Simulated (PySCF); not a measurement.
SMILES CB(C#C)C#C (C₅H₅B) at its CAM-B3LYP/def2-SVP optimised geometry (Å):

```
11

B     -0.0378    -0.0006     0.0000
C     -0.8193    -1.3133     0.0537
C     -1.4237    -2.3647     0.0928
H     -1.9635    -3.2938     0.1274
C     -0.8199     1.3126     0.0000
C     -1.4249     2.3645    -0.0033
H     -1.9654     3.2938    -0.0061
C      1.5298    -0.0006     0.0000
H      1.8381     0.0140     1.0635
H      1.9654     0.8945    -0.4652
H      1.9645    -0.9094    -0.4390
```

Computed with CAM-B3LYP/def2-TZVP run with PySCF 2.14.0.

Map of the log10 of the electron density (e/bohr³), floored at −4 on the plane z = 1.0 Å:

```
|                             |
|                             |
|                             |
|        .::..                |
|       :----::.              |
|      .-=++==-:.             |
|      :-+**++=-:.            |
|     .:=+****+=-.            |
|     .:=+*##**+-:.           |
|     .:=+*###*+=:::..        |
|      :-+**##*+=-----:.      |
|      .-=+*###*+==++=-:      |
|      .:-=+*#**++****=-.     |
|       .:-=+*****#%%#+-.     |
|       .:-=+****#%@@%+=:     |
|       .:=++*****#%%#+-.     |
|      .:-=+*##*++****=-.     |
|      .-=+*###*+==++=-:      |
|     .:-+*####*=-----:.      |
|     .:=+*###*+=-::..        |
|     .:=+####*+-:.           |
|     .:=+*##*+=-.            |
|      :=+***+=-:.            |
|      :-++++=-:.             |
|      .:-==--:.              |
|       .::::.                |
|                             |
|                             |
|                             |
```
Scale: ten equal steps from -4.00 (start of ' ') to -0.556 (end of '@'), in the order ' .:-=+*#%@'; x runs from -5.50 to 5.50, y from -5.50 (bottom) to 5.50 (top).
